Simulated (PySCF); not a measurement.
Kr²⁺ (krypton, charge +2) across methods

[Ar] 3d10 4s1 4p4 5s1, high-spin 5P determinant (an excited configuration). Calculation: PySCF 2.14, in aug-cc-pV5Z-PP with ECP10MDF; scalar relativity through the core potential.

```csv
method,E (hartree),mean ε 4p α (eV),mean ε 4p β (eV),mean ε 5s α (eV),Σ⟨r²⟩ (bohr²),⟨S²⟩
B97-3,-460.9900,-39.240,-35.132,-15.784,35.66,6.001
BHandHLYP,-460.8056,-40.833,-36.366,-16.363,35.95,6.001
LDA,-460.3079,-37.349,-34.010,-15.517,35.30,6.001
PBE0,-460.9279,-39.297,-35.156,-15.946,35.79,6.001
r2SCAN,-460.8178,-38.283,-34.304,-15.365,35.95,6.002
PBE,-460.9622,-37.386,-33.972,-15.343,35.66,6.001
B3LYP,-461.0168,-38.727,-35.131,-15.819,35.69,6.001
```

Estimate the same row for UHF.

E (hartree) = -459.67320; mean ε 4p α (eV) = -44.122; mean ε 4p β (eV) = -37.032; mean ε 5s α (eV) = -17.317; Σ⟨r²⟩ (bohr²) = 36.32; ⟨S²⟩ = 6.002.

Energies and moments cover only the electrons outside the core potential. The outer electron is Rydberg-like, and this basis confines it to a smaller radius and binds it less than a complete one would.
